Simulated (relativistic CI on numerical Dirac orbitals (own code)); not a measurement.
Transition arrays of In⁵⁺

Computed by Dirac-Coulomb-Breit CI, separate exchange-only KLI orbitals for each configuration, model QED (radiative potential, 1s self-energy scaled to tabulated hydrogen-like ionisation energies), valence Slater integrals scaled by 0.9, whole transition arrays (own radial code, finite nucleus).

CI space (outside the closed core [Ar] 3d10 4s2): 4p⁶4d⁸, 4p⁶4d⁷4f, 4p⁵4d⁹, 4p⁶4d⁷5p, 4p⁶4d⁷5f. Levels of other configurations are missing.

All E1 lines from the levels of 4p⁶4d⁸; mean and standard deviation are weighted by gf, and upper levels are sorted by their leading configuration.

| Upper configuration | Lines | Σgf | Mean (eV) | Mean (nm) | σ (eV) | Strongest line (nm) |
| --- | --- | --- | --- | --- | --- | --- |
| 4p⁶4d⁷4f | 721 | 118.8 | 60.00 | 20.663 | 1.99 | 20.094 |
| 4p⁵4d⁹ | 31 | 98.3 | 80.88 | 15.330 | 3.53 | 14.942 |
| 4p⁶4d⁷5p | 466 | 43.2 | 38.78 | 31.968 | 1.47 | 32.742 |
| 4p⁶4d⁷5f | 750 | 326.5 | 76.22 | 16.267 | 2.87 | 16.105 |

Σgf per state of the lower configuration in bins of 0.5 nm over the central range (centre: value): 14.75: 0.76, 15.25: 0.88, 15.75: 2.08, 16.25: 4.65, 16.75: 0.31, 17.25: 0.20, 17.75: 0.08, 18.25: 0.19, 18.75: 0.09, 19.25: 0.13, 19.75: 0.19, 20.25: 1.34, 20.75: 0.44, 21.25: 0.37, 21.75: 0.18, 22.25: 0.07, 30.75: 0.06, 31.25: 0.12, 31.75: 0.24, 32.25: 0.17.

Problem. How do configuration mixing and the scaling of the Slater integrals move the arrays?

Solution. Slater scale 0.9, no configuration mixing: 4p⁶4d⁷4f 64.2 ± 1.8 eV (Σgf 359.0), 4p⁵4d⁹ 71.4 ± 4.4 eV (Σgf 55.8), 4p⁶4d⁷5p 38.8 ± 1.4 eV (Σgf 50.7), 4p⁶4d⁷5f 71.7 ± 1.6 eV (Σgf 65.8); Slater scale 1: 4p⁶4d⁷4f 60.6 ± 2.3 eV (Σgf 106.6), 4p⁵4d⁹ 82.7 ± 2.0 eV (Σgf 109.7), 4p⁶4d⁷5p 38.9 ± 1.6 eV (Σgf 42.8), 4p⁶4d⁷5f 76.5 ± 3.5 eV (Σgf 336.8); Slater scale 0.8: 4p⁶4d⁷4f 59.3 ± 1.7 eV (Σgf 128.7), 4p⁵4d⁹ 79.7 ± 3.0 eV (Σgf 93.5), 4p⁶4d⁷5p 38.7 ± 1.3 eV (Σgf 43.7), 4p⁶4d⁷5f 75.6 ± 2.5 eV (Σgf 311.9). With mixing, levels are counted to their leading configuration, so an array can shrink or vanish into another, and the sums then hold other lines.
